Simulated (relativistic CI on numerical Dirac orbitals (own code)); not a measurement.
Pm⁴⁺: 5p photoemission

Computed with this model: Dirac-Coulomb-Breit CI, KLI orbitals optimised for each configuration, model QED, valence Slater integrals scaled by 0.7, multiplet model of photoemission in the sudden approximation; configurations [Xe] 4f3 → [Kr] 4d10 4f3 5s2 5p5; 80 K; Lorentzian 0.6 eV and Gaussian 0.5 eV FWHM. Energies are those of the free ion, without screening or charge transfer. The energies are binding energies and can lie tens of eV above those of solids. S is read from ⟨S²⟩ = S(S + 1).

Computed curve for free ion, scaled to 100 at the maximum (points under 2 are left out and the grid is thinned):

```
Energy (eV)  Intensity
       64.7        2.1
       64.9        2.3
       65.1        2.7
       65.2        2.9
       65.4        3.5
       65.6        4.1
       65.8        5.1
       66.0        6.5
       66.1        7.4
       66.3       10.0
       66.5       14.5
       66.7       22.5
       66.9       35.7
       67.0       44.0
       67.2       60.3
       67.4       71.8
       67.6       79.8
       67.8       89.7
       67.9       95.1
       68.1      100.0
       68.3       89.5
       68.5       67.0
       68.7       44.9
       68.8       36.4
       69.0       25.0
       69.2       18.6
       69.4       15.0
       69.6       13.1
       69.7       12.6
       69.9       11.7
       70.1       10.6
       70.3        9.6
       70.4        9.2
       70.6        8.8
       70.8        8.8
       71.0        9.1
       71.2       10.4
       71.3       11.6
       71.5       15.5
       71.7       22.8
       71.9       33.6
       72.1       43.2
       72.2       44.9
       72.4       41.5
       72.6       35.2
       72.8       33.3
       73.0       35.3
       73.1       35.7
       73.3       32.1
       73.5       23.6
       73.7       15.7
       73.9       10.9
       74.0        9.5
       74.2        7.7
       74.4        6.4
       74.6        5.1
       74.8        3.9
       74.9        3.4
       75.1        2.7
       75.3        2.2
```

The ground state has S = 1.46, and the centroid lies at 69.49 eV.
